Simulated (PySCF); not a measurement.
A structure optimised at PBE0-D3(BJ)/def2-TZVPD, used in a PySCF frequency run:

```
Be
H 1 1.3280
Br 1 1.9559 2 180.00
```

Write its SMILES, formula and point group.

[BeH][Br], BeBrH, C∞v

What are its rotational constants (standard atomic weights)?

12.487 GHz (linear rotor, B only)
